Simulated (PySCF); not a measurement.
AsF2GaH2, SMILES [F][Ga]([F])[AsH2].

Geometry optimised at PBE0-D3(BJ)/def2-SVP.

Two levels are set side by side: TDDFT-PBE/def2-SVPD (PySCF) and TDDFT-B3LYP/def2-SVPD (PySCF). Vertical, same geometry. The lowest singlet is HOMO→LUMO 51 %, HOMO→LUMO+1 41 % with PBE and HOMO→LUMO 54 %, HOMO→LUMO+1 41 % with the other functional; states are paired by order. Differences are taken from unrounded values.

```csv
quantity,TDDFT-B3LYP
lowest singlet excitation (eV),5.81
lowest triplet excitation (TDA) (eV),4.74
first bright state (f over 0.05) (eV),5.81
its oscillator strength,0.13
```

### Question
What does TDDFT-PBE give, and how far is it from TDDFT-B3LYP? (Estimate from the structure and the level; the computed values follow.)

### Answer

```csv
quantity,TDDFT-PBE,TDDFT-PBE minus TDDFT-B3LYP
lowest singlet excitation (eV),5.52,-0.29
lowest triplet excitation (TDA) (eV),4.56,-0.19
first bright state (f over 0.05) (eV),5.52,-0.29
its oscillator strength,0.10,-0.03
```

Functionals without exact exchange tend to place singlet excitations lower, as here. Differences between two approximate levels are no errors against the true value.

Rough cost on one machine, each run with all the roots and properties that it gave: TDDFT-B3LYP against TDDFT-PBE about 4 times.
